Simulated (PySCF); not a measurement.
Species: C5H6F2.
Z-matrix (Å and degrees, PBE0-D3(BJ)/def2-SVP geometry), rows numbered from 1:
```
F 
C   1  1.3780
C   2  1.4786  1  110.91
C   3  1.3392  2  136.29  1   120.39
F   4  1.3176  3  133.25  2     0.86
C   4  1.4926  3   97.31  2  -179.64
C   3  1.5164  2  132.49  1   -58.76
H   2  1.1051  1  107.64  3  -121.08
H   2  1.1024  1  109.02  3   121.61
H   6  1.1017  4  116.04  3  -114.80
H   6  1.1016  4  115.68  3   115.61
H   7  1.1020  3  115.50  2   -64.51
H   7  1.1007  3  114.73  2    64.04
```

Linear response at PBE0/def2-SVPD (PySCF, frozen core in the response, non-relativistic). The structure is a single PBE0-D3(BJ)/def2-SVP conformer in the gas phase; no vibrational or solvent corrections.

Static isotropic polarisability: 59.86 au (8.87 Å³), principal values 47.5, 59.8, 72.3 au.

Problem. What is the polarisability at 1064 nm and at the sodium D line?

Solution. 60.33 au at 1064 nm (+0.8 %), 61.46 au at 589.3 nm (+2.7 %). The rise at 589.3 nm is 3.38 times that at 1064 nm; a pure ω² law gives 3.26. The lowest singlet lies at 184 nm, shorter than both wavelengths.

Problem. What is the isotropic C6 coefficient between two such molecules, C6 = (3/π)∫α(iω)² dω?

Solution. 1605 au (Eh·bohr⁶) by a ten-point quadrature over imaginary frequencies, which is 959 eV·Å⁶ or 92.6 J·nm⁶/mol.

Problem. Which effective excitation energy ω̄ makes London's formula C6 = (3/4)α²ω̄ exact here?

Solution. ω̄ = 4·C6/(3α²) = 0.597 Eh = 16.3 eV. A one-pole form α(ω) = α/(1 − ω²/ω̄²) fitted to the 1064 nm value gives 13.2 eV. London's choice of the ionisation energy (9.43 eV, ΔSCF at the same level) gives C6 = 931 au, 42 % too low.

Problem. What n − 1 at the D line would an ideal gas of it have at 273.15 K and 1 atm (2.6868 × 10¹⁹ cm⁻³), by n − 1 = 2π·N·α′?

Solution. 15.38 × 10⁻⁴, a formal value whether or not that pressure can be reached.

Problem. The lowest 6 singlets have (eV, f): 6.72, 0.086; 6.81, 0.183; 7.36, 0.031; 7.52, 0.011; 7.80, 0.002; 8.14, 0.005. What share of the static polarisability do they carry in the sum over states α = Σ f/ω²?

Solution. 4.98 au, 8.3 % of α; the largest term, 2.93 au, is that of the state at 6.81 eV. Their oscillator strengths add up to 0.32. Higher states carry the rest.

Problem. What three-body coefficient follows from the one-pole estimate C9 = (3/4)·α·C6?

Solution. 72100 au. This is an estimate from the two numbers above, not a computed integral.

Problem. What does −C6/R⁶ come to at R = 12 Å between centres?

Solution. -31 J/mol. This is the leading, orientation-averaged term; C8 and higher terms are left out.

Problem. How many electrons N does the Slater–Kirkwood formula C6 = (3/4)·√N·α^(3/2) need to give this C6?

Solution. N = (4·C6/3)²/α³ = 21.4; the species has 54 electrons in all.

The run took 68 s of wall time on one thread, Intel Xeon at 2.50 GHz (x86_64), shared host, and the process peaked at 0.84 GiB of memory. This is the whole response run at PBE0/def2-SVPD, SCF included.
